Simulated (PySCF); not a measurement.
C4H9NSi. Atoms are numbered in the order given.

```xyz
15

N      2.0650    -0.5391     0.5249
Si     0.7829     0.0185    -0.5012
C     -0.6472    -1.2273    -0.5010
C     -1.7160    -0.5050     0.2751
C     -1.5372     0.7915     0.5752
C     -0.2771     1.4771     0.1181
H      1.8447    -0.8465     1.4663
H      2.9598    -0.0627     0.5095
H      1.4098     0.2931    -1.8300
H     -0.3657    -2.1897    -0.0401
H     -0.9868    -1.4716    -1.5238
H     -2.6271    -1.0323     0.5802
H     -2.2984     1.3474     1.1349
H     -0.4886     2.2042    -0.6876
H      0.2013     2.0541     0.9283
```

Geometry optimised at PBE0-D3(BJ)/def2-SVP. Other conformers were not sampled.

Method: PySCF with PBE0/pcSseg-1.

GIAO shieldings, no solvent; atoms listed in one row are averaged. δ = σ(ref) − σ: ¹⁵N against NH3 (σ = 267.4 ppm); ²⁹Si against TMS (σ = 352.7 ppm); ¹³C against TMS (σ = 186.3 ppm); ¹H against TMS (σ = 31.56 ppm), references at their B3LYP-D3(BJ)/def2-TZVP geometries, non-relativistic.

| nucleus | atoms | count | δ (ppm) |
|---|---|---|---|
| ¹⁵N | N1 | 1 | 18.5 |
| ²⁹Si | Si2 | 1 | 4.6 |
| ¹³C | C4, C5 | 2 | 142.3 |
| ¹³C | C6 | 1 | 24.6 |
| ¹³C | C3 | 1 | 20.8 |
| ¹H | H12, H13 | 2 | 6.39 |
| ¹H | H9 | 1 | 5.26 |
| ¹H | H11 | 1 | 1.93 |
| ¹H | H14 | 1 | 1.68 |
| ¹H | H10 | 1 | 1.60 |
| ¹H | H15 | 1 | 1.48 |
| ¹H | H8 | 1 | 0.52 |
| ¹H | H7 | 1 | 0.35 |
